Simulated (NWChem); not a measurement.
System: C$_{4}$H$_{4}$OS; SMILES c1cc(S)oc1

Here is an NWChem input.

```
start job
memory heap 200 mb stack 900 mb global 1100 mb
geometry units angstroms noautoz
  S      0.188561    -1.939947    -0.376761
  C      0.015717    -0.208578    -0.139052
  C     -1.089520     0.577423     0.033254
  C     -0.625812     1.931124     0.064707
  C      0.726546     1.867885    -0.089416
  O      1.137660     0.578543    -0.225546
  H      0.742010    -2.246859     0.821315
  H     -2.106169     0.224840     0.131904
  H     -1.219510     2.825754     0.190789
  H      1.508303     2.611991    -0.119459
end
basis spherical
  * library def2-svp
end
dft
  xc mn15
  iterations 150
  mulliken
end
task dft energy
```

Structure relaxed at the B3LYP/6-31G* (spherical d) level.

Task: Predict the main results of this run. (MN15/def2-SVP.) Quantities: energy (Ha); highest occupied level (eV); orbital gap (eV); dipole (D).

Result: The energy (Ha) comes out as -627.50 and the highest occupied level (eV) is -7.27. The orbital gap (eV) comes out as 7.74 and the dipole (D) comes out as 1.51.
